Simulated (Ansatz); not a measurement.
Basis-set series for BH9SSi3 (`BS[SiH2][SiH2][SiH3]`). Charge 0, multiplicity 1. The geometry is a stationary point of PBE0-D4/def2-TZVP. It is one conformer, not always the lowest.

```csv
functional,basis,functions,energy (Eh),HOMO (eV),LUMO (eV)
PBE0-D4,def2-SVP,131,-1296.00112,-7.81,-1.50
PBE0-D4,def2-QZVPP,607,-1296.51454,-7.78,-1.64
ωB97M-V,def2-SVP,131,-1296.40393,-9.76,0.52
ωB97M-V,def2-QZVPP,607,-1296.92020,-9.77,0.26
```

Give the rows for def2-TZVPP. (Estimate.)

Computed: 
```json
{"functional": "PBE0-D4", "basis": "def2-TZVPP", "functions": "325", "energy (Eh)": "-1296.47182", "HOMO (eV)": "-7.78", "LUMO (eV)": "-1.61"}
{"functional": "ωB97M-V", "basis": "def2-TZVPP", "functions": "325", "energy (Eh)": "-1296.87983", "HOMO (eV)": "-9.77", "LUMO (eV)": "0.32"}
```

Positive LUMOs are unbound and depend on the basis.
